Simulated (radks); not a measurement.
Ionisation of the ytterbium ion Yb2+, [Xe] 4f14, to [Xe] 4f13 as the strength of local exchange is varied. Calculated with a radial shooting solver on a logarithmic mesh with Libxc functionals: scalar-relativistic Kohn-Sham, Slater X-alpha exchange (alpha = 2/3 is LDA exchange), no correlation, spin-polarised, spherical densities, point nucleus.

| alpha | E(Yb2+) (hartree) | exchange (hartree) | IE (eV) | -e of the level emptied (eV) | <r> of it (bohr) |
|---|---|---|---|---|---|
| 0.568 | -14002.3279 | -234.9355 | 22.343 | 14.076 (4f) | 0.8029 |
| 0.667 | -14043.5257 | -276.8016 | 24.990 | 16.341 (4f) | 0.7831 |
| 0.727 | -14068.5605 | -302.3046 | 26.678 | 17.815 (4f) | 0.7721 |
| 0.761 | -14082.7691 | -316.7996 | 27.661 | 18.682 (4f) | 0.7663 |
| 0.916 | -14147.7458 | -383.2750 | 32.377 | 22.908 (4f) | 0.7418 |
| 0.937 | -14156.5746 | -392.3311 | 33.045 | 23.513 (4f) | 0.7388 |
| 0.972 | -14171.3026 | -407.4508 | 34.172 | 24.539 (4f) | 0.7338 |

NIST Atomic Spectra Database: 25.05 eV (semi-empirical). The Delta-SCF value meets it near alpha = 0.67. Open shells are spherical and high-spin; term and fine-structure splittings are not resolved. Spin-orbit splitting is averaged out at the scalar-relativistic level.
